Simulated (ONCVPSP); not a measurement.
nickel (Ni): excitation energies, all-electron against ONCV

ONCVPSP 4.0.1 input, shortened (lines: element, Z, core and valence counts, functional; n l f; lmax; l rc ep ncon nbas qcut; lloc lpopt rc5 dvloc0; l nproj debl; icmod fcfact rcfact), PBE, scalar-relativistic:

```
  Ni 28.00    3    4        4      upf
    1    0    2.00
    2    0    2.00
    2    1    6.00
    3    0    2.00
    3    1    6.00
    3    2    9.00
    4    0    1.00
    2
    0    1.05    0.00    4    7   14.40
    1    1.05    0.00    3    7   11.80
    2    1.55    0.00    5   10    8.50
    4    2    0.95    0.00
    0    2    0.50
    1    2    0.80
    2    2    0.70
    3    5.25    1.55
```

In the p channel the program set the typed energies aside and used -2.443, 0.250 Ha.

Energies are relative to the spin-unpolarised reference configuration 3s2 3p6 3d9 4s1; without spin polarisation the order of configurations can differ from experiment.

(1) Give the all-electron excitation energy and the error of the potential for: 3s2 3p6 3d8 4s2; 3s2 3p6 3d8 4s1; 3s2 3p6 3d8 4s0; 3s2 3p6 3d8 4s1 4p1.

Levels in the configuration 3s2 3p6 3d8 4s1:

```tsv
level	all-electron (eV)	pseudo (eV)
3s	-120.168	-120.130
3p	-80.511	-80.488
3d	-17.925	-17.859
4s	-13.184	-13.202
```

## Answers

(1)

| valence configuration | charge | ΔE all-electron (eV) | error AE − PS (meV) |
| --- | --- | --- | --- |
| 3s2 3p6 3d8 4s2 | 0 | 1.597 | +41 |
| 3s2 3p6 3d8 4s1 | +1 | 10.920 | +23 |
| 3s2 3p6 3d8 4s0 | +2 | 28.270 | +5.1 |
| 3s2 3p6 3d8 4s1 4p1 | 0 | 6.192 | +29 |
